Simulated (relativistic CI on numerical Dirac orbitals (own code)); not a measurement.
## Calculated levels, Tb35+

These numbers are calculated, not measured: Dirac-Coulomb-Breit CI, KLI orbitals optimised for each configuration, a model potential for QED, unscaled Slater integrals (own radial code, finite nucleus).

Configurations in the expansion (outside the closed core [Ar] 3d10): 4s², 4s4p, 4p², 4s4d, 4d², 4s4f, 4p4d, 4f², 4p4f, 4d4f, 4s5s, 4s5p, 4s5d, 4s5f, 4s5g, 4s6s. Levels of other configurations are missing.

```
No.  Configuration  Term  J  E (10³ cm⁻¹)    %  Landé g
  1            4s²    ¹S  0           0.0   99         
  2           4s4p   ³P°  0         539.6  100         
  3           4s4p   ³P°  1         582.7   81    1.402
  4           4s4p   ³P°  2         941.9  100    1.497
  5           4s4p   ¹P°  1        1066.6   81    1.091
  6            4p²    ³P  0        1247.8   73         
  7            4p²    ³P  1        1609.1  100    1.498
  8            4p²    ¹D  2        1616.8   62    1.162
  9            4p²    ³P  2        1971.0   38    1.237
 10           4s4d    ³D  1        1974.4  100    0.496
 11           4s4d    ³D  2        2012.9   66    1.215
 12           4s4d    ³D  3        2057.6  100    1.331
 13            4p²    ¹S  0        2096.0   72         
 14           4s4d    ¹D  2        2170.8   70    1.040
 15           4p4d   ³F°  2        2543.7   77    0.748
 16           4p4d   ³D°  1        2659.9   56    0.811
 17           4p4d   ³F°  3        2683.5   65    1.108
 18           4p4d   ³P°  2        2691.8   47    1.267
 19           4p4d   ³D°  2        2990.1   44    1.008
 20           4p4d   ¹F°  3        2999.0   32    1.093
 21           4p4d   ³F°  4        3013.9   91    1.247
 22           4p4d   ³P°  0        3018.3  100         
 23           4p4d   ³P°  1        3026.0   67    1.175
 24           4p4d   ³P°  2        3081.2   52    1.294
 25           4p4d   ³D°  3        3101.4   56    1.187
 26           4s4f   ³F°  2        3149.2   98    0.667
 27           4s4f   ³F°  3        3159.8   95    1.081
 28           4s4f   ³F°  4        3175.7   91    1.248
 29           4p4d   ¹P°  1        3185.3   73    1.004
 30           4s4f   ¹F°  3        3286.7   58    1.016
 31           4p4f    ³G  3        3746.2   72    0.824
 32           4p4f    ³F  2        3775.0   51    0.846
 33           4p4f    ³G  4        3775.6   41    1.086
 34           4p4f    ³D  3        3782.4   47    1.182
 35            4d²    ³F  2        4001.1   78    0.749
 36            4d²    ³P  0        4050.4   82         
 37            4d²    ³F  3        4053.6   85    1.076
 38            4d²    ¹G  4        4061.7   58    1.028
 39            4d²    ¹D  2        4078.2   45    1.081
 40            4d²    ³P  1        4106.1  100    1.498
 41            4d²    ³F  4        4106.3   60    1.212
 42           4p4f    ¹F  3        4153.2   50    0.975
 43            4d²    ³P  2        4161.8   62    1.268
 44           4p4f    ³G  5        4170.9  100    1.197
 45           4p4f    ³F  4        4188.4   38    1.182
```

Energies count from the lowest computed level; ° marks odd parity.

The mean weight of the leading LS term, summed over parents, in these 45 levels is 71 %, and that of the leading jj configuration (from the same eigenvectors) 85 %, so jj coupling describes them better and the LS labels are nominal.

At this charge energies of transitions that change n are usually good to better than 1 %, and those within a shell (Δn = 0) to a few per cent.

LS names give the leading component of a level, which can be under half, so a name can repeat, a term be missing and a line seem to break the LS rules.
